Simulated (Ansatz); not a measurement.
C₄H₈Ge, SMILES `C#[C][GeH]([CH3])[CH3]` at its PBE0-D4/def2-TZVP geometry, where that method's forces vanish. Charge 0, multiplicity 1.

```xyz
13

C    -2.0873    1.6665    1.1764
C    -1.3748    0.9544    0.5129
Ge   -0.2203   -0.1723   -0.5131
C     1.4141    0.8173   -0.8985
C     0.1383   -1.7843    0.5223
H    -2.7198    2.2955    1.7596
H    -0.9660   -0.5184   -1.8163
H     1.1847    1.7290   -1.4505
H     2.0927    0.2059   -1.4956
H     1.9125    1.0890    0.0330
H     0.6325   -1.5222    1.4588
H    -0.7927   -2.3028    0.7522
H     0.7861   -2.4576   -0.0413
```

Problem. What forces (eV/Å) does ωB97M-V/def2-TZVPP give on these atoms in Ansatz? (Best estimate.)

Solution. Ansatz gave: 
```
C1   0.102 -0.104 -0.099
C2  -0.220  0.226  0.216
Ge3  0.045 -0.110 -0.160
C4   0.017  0.006 -0.003
C5   0.007 -0.015  0.009
H6   0.051 -0.050 -0.047
H7   0.055  0.025  0.096
H8   0.021 -0.065  0.040
H9  -0.040  0.051  0.043
H10 -0.030 -0.017 -0.067
H11 -0.034 -0.023 -0.063
H12  0.070  0.035 -0.014
H13 -0.045  0.040  0.049
```
